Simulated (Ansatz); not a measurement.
Stretching the C2–H3 bond in CH4MgO (SMILES [CH3][Mg][OH]) (multiplicity 1 held, fragments rigid). Energies count from the point at 1.093 Å.
Geometry at that point (charge 0, multiplicity 1):
```csv
atom,x (Å),y (Å),z (Å)
Mg,0.0124,-0.0817,0.0586
C,-0.2428,1.5945,-1.1443
H,-1.0267,2.2490,-0.7549
H,-0.5240,1.3151,-2.1628
H,0.6757,2.1836,-1.2072
O,0.2295,-1.5076,1.0820
H,0.3461,-2.2730,1.6312
```

Unrestricted levels (U-) break spin symmetry where that is lower.

Codes used: Ansatz (Gaussian basis) for Hartree–Fock, density functionals and correlated methods. Values without a source in brackets are computed.

Problem. Estimate the energy at R = 3.497 Å that U-PBE/def2-TZVPP returns for this input.

Solution. 462 kJ/mol

Doubts at one or more of the structures used: a spin-contaminated determinant (U-PBE/def2-TZVPP).

Ansatz is a first-principles code.
